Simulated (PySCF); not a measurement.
How methods differ on the excitation energy of C²⁺

C²⁺ [He] 2s2 (1S) → C²⁺ [He] 2s1 2p1 (3P), as a difference of total energies. Computed with PySCF 2.14 in dyall-av2z, with the non-relativistic Hamiltonian (point nucleus). Correlated levels: valence: 1s2 frozen; virtual orbitals above 40 to 60 times the deepest correlated orbital energy dropped. The calculations carry no spin-orbit coupling.

```csv
method,excitation energy (cm⁻¹)
UHF,37548
LDA,46024
PBE,45154
PBE0,44719
r2SCAN,40896
B97-3,46664
M06,46873
B3LYP,45913
PBEsol,45059
MP2 (valence),46317
SCS-MP2 (valence),48636
```

A first-order spin-orbit estimate (lowest level to lowest level, LS coupling) adds -0.007 eV.
